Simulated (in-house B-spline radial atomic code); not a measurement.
# Ionising the silicon ion Si⁺ with different functionals

Computed with a B-spline radial code for spherical atoms: four-component Dirac-Coulomb Hamiltonian, Fermi nucleus of rms radius 3.1224 fm, spin-restricted, spherical fractional occupations for the functionals. The ionisation energy is the difference of two self-consistent energies, [Ne] 3s2 3p1 → [Ne] 3s2, without Breit or QED terms; ε is the level of the shell that loses the electron (mean over j). The electron is taken from both j subshells in proportion to 2j + 1, so the result is a j average, not the step between ground levels.

Hybrids are left out here: with spherical fractional occupations of an open shell their exact exchange keeps a self-interaction that integer-occupation calculations don't have.

| method | rung | ΔSCF (eV) | -ε(3p) (eV) |
| --- | --- | --- | --- |
| LDA VWN5 | LDA | 16.11 | 11.75 |
| relativistic LDA | LDA | 16.11 | 11.75 |
| LDA PW92 | LDA | 16.11 | 11.75 |
| LDA exchange-only | LDA | 14.95 | 10.62 |
| PBE | GGA | 15.99 | 11.66 |
| PBEsol | GGA | 15.96 | 11.63 |
| BLYP | GGA | ? | ? |
| RPBE | GGA | 15.97 | 11.64 |
| PW91 | GGA | ? | ? |
| BP86 | GGA | 16.10 | 11.76 |
| AM05 | GGA | 15.94 | 11.61 |
| OLYP | GGA | 15.85 | 11.53 |

What does PW91 give?

ΔSCF 16.05 eV, and -ε(3p) = 11.71 eV.

What does BLYP give?

ΔSCF 15.89 eV, and -ε(3p) = 11.52 eV.

How do they compare with the NIST value?

NIST lists 16.346 eV (measured, ground level to ground level). Errors run from -1.40 to -0.24 eV; relativistic LDA is closest (-0.24 eV), but part of that can be cancellation, since the calculations leave out Breit-QED terms, spin polarisation, the choice among j levels, multiplet and fine-structure energies.
